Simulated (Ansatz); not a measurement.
`C[CH](C)[GeH3]` + `[OH][InH][F]` → `CC(C)[O][InH][F]` + GeH₄  (substitution at a C–Ge bond)

Calculated with Ansatz (gas phase, PBE0-D4/def2-TZVP geometries, no zero-point term in ΔE). CBS: MP2 limit from def2 TZ/QZ plus the TZ coupled-cluster correction, frozen cores. Elements past krypton have def2 core potentials. For Ge, In outer-core shells are correlated without core-valence functions, which leaves a few kJ/mol of doubt a bond. Scalar relativity is left out up to krypton. Each species was taken in one conformer, which may not be the lowest.

```tsv
species	CCSD(T)/CBS(def2) energy (Eh)
`C[CH](C)[GeH3]`	-2196.28589
`[OH][InH][F]`	-366.01888
`CC(C)[O][InH][F]`	-483.79120
GeH₄	-2078.49493
```

Question: Work out ΔE.

Answer: ΔE = (-483.79120) + (-2078.49493) − (-2196.28589) − (-366.01888) = 0.01864 Eh = +48.9 kJ/mol.

Largest T1 diagnostic among the species: 0.017.

In def2-TZVPP, CCSD(T) changes the Hartree–Fock value by +9.3 kJ/mol (the triples alone add −0.6 kJ/mol) and MP2 by +18.7 kJ/mol.
